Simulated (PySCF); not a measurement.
# What a mistake does to a calculation on AlH3NSi

All numbers below are calculated, not measured. They come from PySCF 2.14.0, an open-source quantum chemistry program, on an isolated molecule that a program drew, which may never have been made. The molecule is AlH3NSi (charge 0, doublet), drawn as the SMILES string `[AlH]=[N][SiH2]`.

Each row is a Hartree-Fock (HF) and frozen-core CCSD(T) single point in the cc-pV(D+d)Z basis, meant for a local HF minimum. Run 1 is clean. Each other run has one planted mistake out of seven kinds, and not every kind appears here: one electron removed, one electron added, multiplicity raised by two, geometry at a saddle point, minimal basis STO-3G, one bond length entered in bohr, all coordinates scaled. The reference is restricted for singlets and unrestricted otherwise, and also for a bond in bohr. Adding or removing an electron swaps singlet and doublet. Electrons count all cores. HOMO and LUMO are orbital energies over both spins, the gradient is its largest component, and the lowest frequency (negative if imaginary) is given only where the gradient is small. Bond lengths are over the 5 bonds as drawn. T1 is the CCSD diagnostic: over 0.02 (restricted) or 0.045 (unrestricted) a single reference is doubtful.

Geometry of the clean run:
```xyz
6
AlH3NSi, angstrom
Al   -2.7533   -0.2370   -1.0111
N    -1.1158   -0.7806   -1.3352
Si    0.3401   -1.2030   -1.7123
H    -3.5081   -0.7727    0.2911
H     0.6866   -2.3636   -2.5536
H     1.5591   -0.4948   -1.2789
```

```
run  electrons  basis functions  <S^2>  HOMO (eV)  LUMO (eV)  gradient (hartree/bohr)  lowest frequency (cm^-1)  mean bond (Å)  longest bond (Å)      T1  HF (hartree)  CCSD(T) (hartree)                     mistake
  1         37               75  0.766      -7.39       1.36                  5.2e-06                        99         1.5730             1.756  0.0228    -587.01937         -587.36874                    no fault
  2         36               75  0.000     -15.34      -5.98                  6.9e-02                         -         1.5730             1.756  0.0214    -586.77310         -587.11476        one electron removed
  3         37               75  3.776      -5.87      -0.39                  1.5e-01                         -         1.5730             1.756  0.0252    -586.92108         -587.23043  multiplicity raised by two
  4         37               75  0.875      -7.84       0.97                  7.0e-03                         -         1.8573             3.019  0.0329    -586.96026         -587.30693                           ?
```

**Which mistake was planted in run 4, and what did it cost?**

The mean bond changes by a factor of 1.181 and the longest by 1.719, so the molecule wasn't scaled as a whole. A length L in bohr read as angstrom grows by (1/0.5292 - 1) L = 0.890 L. The 5 bonds together grew by 5 x 0.2843 = 1.421 Å, which gives L = 1.598 Å. That is bond Al1-H4, 1.598 Å in the clean geometry. So the mistake is: one bond length entered in bohr. Subtracting run 1 and multiplying by 627.51 kcal/mol a hartree, the energy moved by 37.1 kcal/mol in HF and 38.8 kcal/mol in CCSD(T).

Cautions from the logs. Run 2: T1 is over the limit, so its CCSD(T) energy is less reliable.
